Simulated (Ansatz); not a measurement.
CH₆BFGeSi (`F[B]1C[SiH2][GeH2]1`), relaxed with RKS PBE-D4/def2-SVP in the Gaussian-basis code of Ansatz from a rough embedded geometry. The force threshold is 0.03 eV/Å; the program also tests the step.

Total charge 0; spin multiplicity 1.

Start:

```xyz
11

F    -1.782   -1.154    1.906
B    -0.882   -0.588    0.992
C     0.720   -0.725    0.699
Si    1.077    0.379   -0.840
Ge   -1.119    0.775   -0.533
H     0.962   -1.794    0.397
H     1.313   -0.424    1.520
H     1.888    1.544   -0.431
H     1.343   -0.368   -2.013
H    -2.017    0.185   -1.694
H    -1.503    2.171   -0.003
```

| step | energy (eV) | largest force (eV/Å) | largest move (Å) |
| --- | --- | --- | --- |
| 1 | -68893.0562 | 2.373 | 0.000 |
| 2 | -68893.9136 | 1.040 | 0.193 |
| 3 | -68894.0245 | 0.434 | 0.106 |
| 4 | -68894.0348 | 0.148 | 0.019 |
| 5 | -68894.0354 | 0.033 | 0.012 |
| 6 | -68894.0356 | 0.028 | 0.015 |

End:

```xyz
11

F    -1.533   -1.158    1.881
B    -0.804   -0.570    0.935
C     0.750   -0.809    0.724
Si    1.046    0.372   -0.775
Ge   -1.314    0.829   -0.576
H     0.980   -1.880    0.521
H     1.336   -0.546    1.634
H     2.010    1.486   -0.463
H     1.519   -0.357   -2.005
H    -2.252    0.374   -1.727
H    -1.739    2.260   -0.148
```

Run time 13 s (4 threads of a server CPU on a shared host); peak host memory 0.2 GiB.
